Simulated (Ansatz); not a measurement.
Cartesian coordinates in Å:
```
B 0.4072 -0.4958 1.3069
B 0.3608 -1.5508 0.1902
C 0.2796 -2.4335 -1.0462
Si -0.2727 0.7530 -0.2684
C -0.3795 2.4530 0.5172
H 1.4659 0.0191 1.5654
H -0.5060 -0.4032 2.0861
H -0.6431 -2.2525 -1.6072
H 0.3516 -3.4968 -0.8059
H 1.1136 -2.1755 -1.7104
H 0.6363 0.8225 -1.4545
H -1.6140 0.3739 -0.8096
H 0.6017 2.7634 0.8808
H -0.7345 3.1881 -0.2092
H -1.0668 2.4352 1.3648
```

Charge 0, multiplicity 1. The bonds changed during the relaxation, so this is another structure than the one it started from.

Q: List the PBE0/def2-TZVPP orbital energies in eV (Ansatz). (Best estimate.)

A: The calculation gave: Occupied: -1802.29, -278.45, -277.71, -185.58, -182.64, -144.60, -99.27, -99.26, -99.24, -20.70, -19.53, -15.88, -13.22, -12.31, -12.23, -12.10, -11.45, -11.26, -9.72, -9.54, -8.80, -8.71, -6.95. Lowest empty: -1.35, -0.59, 0.60, 1.14, 1.70, 1.97, 2.18, 2.70.
